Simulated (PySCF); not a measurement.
CH4OTe, SMILES C[Te]O.

The structure is a stationary point at B3LYP-D3(BJ)/def2-SVP. The def2 effective core potentials stand for the cores of Te; spin–orbit coupling is left out. Other conformers were not sampled.

Calculation: PySCF with TDDFT-LC-ωPBE/def2-SVPD.

Vertical excitations. The molecule is in vacuum.

Computed UV-visible absorptions:
```csv
state,energy (eV),λ (nm),f,main pairs
S1,2.98,416,0.001,HOMO→LUMO 89 %
S2,4.90,253,0.001,"HOMO→LUMO+1 64 %, HOMO→LUMO+5 32 %"
S3,5.36,231,0.014,HOMO−1→LUMO 86 %
S4,5.99,207,0.139,"HOMO→LUMO+2 71 %, HOMO→LUMO+3 21 %"
S5,6.79,183,0.039,"HOMO→LUMO+3 72 %, HOMO→LUMO+2 18 %"
S6,7.08,175,0.047,"HOMO→LUMO+4 55 %, HOMO−2→LUMO 26 %"
S7,7.12,174,0.041,"HOMO−2→LUMO 39 %, HOMO→LUMO+4 27 %, HOMO−3→LUMO 13 %"
S8,7.17,173,0.013,"HOMO→LUMO+5 58 %, HOMO→LUMO+1 31 %"
S9,7.64,162,0.168,"HOMO−1→LUMO+1 61 %, HOMO−1→LUMO+5 16 %"
S10,7.94,156,0.033,"HOMO−3→LUMO 39 %, HOMO→LUMO+8 16 %, HOMO→LUMO+6 10 %, HOMO−2→LUMO 6 %"
T1,2.19,565,0,HOMO→LUMO 86 %
T2,4.09,303,0,"HOMO→LUMO+1 54 %, HOMO→LUMO+5 41 %"
T3,4.58,271,0,HOMO−1→LUMO 84 %
T4,5.67,219,0,"HOMO→LUMO+2 67 %, HOMO→LUMO+3 20 %"
```
Triplets are in the Tamm–Dancoff approximation, which puts them higher than full response would, so one can lie above its singlet here.
